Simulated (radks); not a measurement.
The numbers below are computed, except where a source is named.
Valence configurations of Sm+ (all share [Xe]). Level of theory: scalar-relativistic Kohn-Sham, PBE, spin-unpolarised, spherical densities, finite nucleus; Fermi nuclear charge, rms radius 5.0819 fm (a radial shooting solver on a logarithmic mesh with Libxc functionals). Energies are relative to 4f6 6s1; eigenvalues in eV.

valence	E (eV)	e(4f)	e(5d)	e(6p)	e(6s)
4f6 6s1	0.000	-8.567	-	-	-8.419
4f6 5d0.5 6s0.5	0.657	-7.656	-6.591	-	-8.000
4f6 5d1	1.405	-6.834	-6.039	-	-
4f7	2.073	-3.331	-	-	-
4f5 6s2	3.226	-16.489	-	-	-9.950
4f5 5d1 6s1	3.459	-14.165	-8.509	-	-9.018
4f5 5d1 6p1	6.857	-15.354	-9.441	-6.260	-
4f4 6s1 6p2	22.247	-28.225	-	-8.216	-12.560
4f4 6p3	26.625	-29.305	-	-8.655	-
4f3 5d1 6p3	43.181	-36.861	-17.327	-8.882	-

NIST lists [Xe] 4f6 6s1 as the ground configuration; this level of theory agrees among the configurations tried. The energies are those of spherical spin-averaged densities, not of single terms.
